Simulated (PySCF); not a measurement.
# 3-acetoxypyridine (SMILES CC(=O)Oc1cccnc1)

Molfile (atoms numbered from 1):
```
C7H7NO2
     RDKit          3D

 17 17  0  0  0  0  0  0  0  0999 V2000
    3.1111    0.2036   -0.3373 C   0  0  0  0  0  0  0  0  0  0  0  0
    1.7362    0.0055    0.2224 C   0  0  0  0  0  0  0  0  0  0  0  0
    1.4710   -0.2635    1.3583 O   0  0  0  0  0  0  0  0  0  0  0  0
    0.8103    0.1553   -0.7605 O   0  0  0  0  0  0  0  0  0  0  0  0
   -0.5384    0.0308   -0.5341 C   0  0  0  0  0  0  0  0  0  0  0  0
   -1.1210   -0.8636    0.3610 C   0  0  0  0  0  0  0  0  0  0  0  0
   -2.5122   -0.8937    0.4183 C   0  0  0  0  0  0  0  0  0  0  0  0
   -3.2483   -0.0465   -0.4075 C   0  0  0  0  0  0  0  0  0  0  0  0
   -2.6843    0.8020   -1.2640 N   0  0  0  0  0  0  0  0  0  0  0  0
   -1.3609    0.8397   -1.3228 C   0  0  0  0  0  0  0  0  0  0  0  0
    3.8282    0.3030    0.4849 H   0  0  0  0  0  0  0  0  0  0  0  0
    3.3778   -0.6724   -0.9488 H   0  0  0  0  0  0  0  0  0  0  0  0
    3.1410    1.0837   -0.9935 H   0  0  0  0  0  0  0  0  0  0  0  0
   -0.5106   -1.5025    0.9965 H   0  0  0  0  0  0  0  0  0  0  0  0
   -3.0204   -1.5751    1.1041 H   0  0  0  0  0  0  0  0  0  0  0  0
   -4.3435   -0.0552   -0.3748 H   0  0  0  0  0  0  0  0  0  0  0  0
   -0.8944    1.5352   -2.0301 H   0  0  0  0  0  0  0  0  0  0  0  0
  1  2  1  0
  2  3  2  0
  2  4  1  0
  4  5  1  0
  5  6  1  0
  6  7  2  0
  7  8  1  0
  8  9  2  0
  9 10  1  0
 10  5  2  0
  1 11  1  0
  1 12  1  0
  1 13  1  0
  6 14  1  0
  7 15  1  0
  8 16  1  0
 10 17  1  0
M  END
```

Method: TDDFT CAM-B3LYP/aug-cc-pVDZ excited states, vertical, gas phase (PySCF). Geometry: PBE0-D3(BJ)/def2-SVP.

Q: Give the one- and two-photon strengths of the lowest singlets.

A: δ for parallel linear polarisation; σ at the peak of a Lorentzian of half width 0.1 eV, single beam; Ω is circular over linear.
```
state  E (eV)      f  photon λ (nm)  δ (au)  σ (GM)     Ω                                    main
   S1    5.09  0.005            487    1.55    0.01  1.27    HOMO−1→LUMO 0.74, HOMO−1→LUMO+2 0.11
   S2    5.36  0.058            462    8.16    0.09  1.43      HOMO→LUMO 0.63, HOMO−2→LUMO+2 0.10
   S3    5.47  0.008            453    1.78    0.02  1.36  HOMO−1→LUMO+2 0.64, HOMO−1→LUMO+1 0.10
   S4    5.78  0.010            429    0.27    0.00  0.68  HOMO−3→LUMO+8 0.22, HOMO−3→LUMO+2 0.21
   S5    5.99  0.157            414    19.3    0.25  1.25      HOMO→LUMO+2 0.54, HOMO−2→LUMO 0.17
   S6    6.58  0.005            377    53.4    0.85  1.32      HOMO→LUMO+1 0.51, HOMO→LUMO+3 0.24
```

Among these, the strongest one-photon state is S5, the strongest two-photon state S6, with a dipole change of 2.4 D (relaxed, norm of the difference vector).
